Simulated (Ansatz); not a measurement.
Results of the Gaussian-basis code of Ansatz.

A structure relaxed at PBE0-D4/def2-TZVP, charge 0, multiplicity 1:

```xyz
11

B     0.048   -2.028    0.720
C    -0.376   -0.646    0.169
O     0.672    0.287   -0.003
Si    0.398    1.804   -0.574
H    -0.813   -2.845    0.880
H     1.184   -2.287    0.981
H    -0.915   -0.820   -0.781
H    -1.158   -0.247    0.842
H     1.711    2.486   -0.616
H    -0.543    2.541    0.317
H    -0.206    1.755   -1.936
```

Task: Give its formula and SMILES.

Result: CH7BOSi, `BCO[SiH3]`.

Task: Point group (tolerance 0.08 Å, 0.16 Å for H)?

Result: Cs.

Task: Summarise the bond lengths by kind.

Result: 1 × B–C 1.547 Å; 2 × B–H 1.194 to 1.197 Å; 1 × C–O 1.414 Å; 2 × C–H 1.106 Å; 1 × O–Si 1.643 Å; 3 × H–Si 1.481 to 1.491 Å.
